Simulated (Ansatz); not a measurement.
Basis-set series for CdFH$_{3}$OSi (`[F][Cd][O][SiH3]`). Total charge 0; spin multiplicity 1. Cd takes the def2 core potential. The geometry is a stationary point of PBE0-D4/def2-TZVP. It is one conformer, not always the lowest.

```csv
functional,basis,functions,energy (Eh),HOMO (eV),LUMO (eV)
PBE0-D4,def2-TZVPP,202,-633.96799,-8.41,-2.18
PBE0-D4,def2-QZVPP,362,-633.99435,-8.44,-2.19
ωB97M-V,def2-TZVPP,202,-634.14015,-10.72,-0.38
ωB97M-V,def2-QZVPP,362,-634.16517,-10.74,-0.54
```

Give the rows for def2-SVP. (Estimate.)

Computed: 
```csv
functional,basis,functions,energy (Eh),HOMO (eV),LUMO (eV)
PBE0-D4,def2-SVP,92,-633.59693,-8.25,-2.01
ωB97M-V,def2-SVP,92,-633.76107,-10.51,-0.15
```
